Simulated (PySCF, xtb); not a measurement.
C3H4, SMILES C1=CC1.

Harmonic wavenumbers (cm⁻¹) from GFN2-xTB in xtb at its own minimum, in rising order: 668, 733, 858, 931, 947, 1005, 1050, 1065, 1210, 1496, 1775, 2999, 3019, 3227, 3252.

### Question
What does PBE-D3(BJ)/def2-TZVP (PySCF) give at its own minimum? (Estimate from the structure and the level; the computed values follow.)

### Answer
575, 774, 823, 892, 988, 992, 1031, 1078, 1135, 1472, 1689, 2976, 3037, 3181, 3224. Paired by order, the mean absolute difference is 40 cm⁻¹ and the zero-point energies are 34.6 and 34.1 kcal/mol.
